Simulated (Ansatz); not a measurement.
```xyz
2

Cr    0.0000    0.0000   -0.0718
H     0.0000    0.0000    1.7231
```

Basis set: def2-TZVP (spherical functions). Correlated methods keep 5 orbitals frozen. Charge 0, multiplicity 6.

Computed with Ansatz (development build ahead of 0.2.0); each method stands on the lowest determinant of its kind that the runs found.

The atomization energy at this shape (free ground-state atoms in the same class of orbitals less the molecule, no zero-point energy) of sextet CrH:

```tsv
method	atomization energy
UHF	0.98 eV
```

Question: What does UHF-MP2 give?

Answer: 1.71 eV.
